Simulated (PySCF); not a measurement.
Electronic structure of Ag²⁺ (silver, charge +2) at the PW91 level

Configuration: [Kr] 4d8 5s1, high-spin 4F determinant (an excited configuration). All numbers are calculated (PySCF 2.14, a scalar-relativistic core potential, in def2-QZVPPD with the def2 core potential (28 electrons) (7s5p4d4f2g, 88 functions)).

```json
{
 "Total energy": "-145.6813 hartree",
 "One-electron energy": "-243.0961 hartree",
 "Hartree (Coulomb) energy": "110.7270 hartree",
 "Exchange-correlation energy": "-13.3122 hartree",
 "⟨S²⟩": "3.7507",
 "⟨L²⟩": "12.010",
 "Sum of ⟨r⟩": "20.58 bohr",
 "Sum of ⟨r²⟩": "30.64 bohr²"
}
```

| shell | electrons | mean orbital energy (hartree) | spread (hartree) | rms radius, mean of both spins (bohr) |
| --- | --- | --- | --- | --- |
| 4s α | 1 | -4.61378 | 0 | 0.967 |
| 4s β | 1 | -4.54041 | 0 | 0.967 |
| 4p α | 3 | -3.23072 | 0 | 1.06 |
| 4p β | 3 | -3.15639 | 0 | 1.06 |
| 4d α | 5 | -1.24373 | 0.04205 | 1.39 |
| 4d β | 3 | -1.18357 | 0 | 1.39 |
| 5s α | 1 | -0.86136 | 0 | 2.58 |

Energies and moments cover only the electrons outside the core potential.
